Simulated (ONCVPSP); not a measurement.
## zinc (Zn), ONCV: configuration errors across variants

* Element: Zn (Z = 30)
* Generator: ONCVPSP 4.0.1
* Type: optimised norm-conserving Vanderbilt (ONCV)
* Functional: PBE
* Relativity: scalar-relativistic
* Frozen core: [Ne]
* Valence charge: 20
* Reference configuration: 3s2 3p6 3d10 4s2
* Partial waves: 3s+4s: rc 0.95 bohr, ncon 4, nbas 9, qcut 13.3 1/bohr, 2 projectors; 3p: rc 0.70 bohr, ncon 3, nbas 6, qcut 13.9 1/bohr, 2 projectors, debl 0.9 Ha; 3d: rc 1.05 bohr, ncon 3, nbas 7, qcut 12.1 1/bohr, 2 projectors, debl 2.9 Ha
* Local potential: polynomial inside 0.65 bohr (lpopt 5, dvloc0 6 Ha)
* Core correction: none

In the p channel the program set the typed energies aside and used -3.065, 0.250 Ha.

All-electron excitation energies from the reference (eV): (1) 3s2 3p6 3d10 4s1 9.889; (2) 3s2 3p6 3d10 4s0 28.331; (3) 3s2 3p6 3d9 4s0 68.865; (4) 3s2 3p6 3d8 4s0 130.679.

Errors AE − PS in meV (a dash: test not solved or not reliable):

| change | (1) | (2) | (3) | (4) | bound ghosts | GHOST(+) flags above zero |
| --- | --- | --- | --- | --- | --- | --- |
| base | +0.4 | +3.7 | -10 | +68 | none | none |
| s: rc 0.68 | +0.3 | +3.5 | -10 | +69 | none | none |
| s: rc 0.82 | +0.4 | +3.7 | -10 | +69 | none | none |
| s: rc 0.92 | +0.4 | +3.7 | -10 | +68 | none | none |
| s: rc 1.22 | +0.2 | +3.4 | -11 | +66 | none | none |
| s: rc 1.34 | +0.1 | +3.2 | -12 | +66 | none | none |

Give the same row for: s: rc 1.08.

+0.3, +3.6, -11, +67; bound ghosts: none; GHOST(+) flags above zero: none.
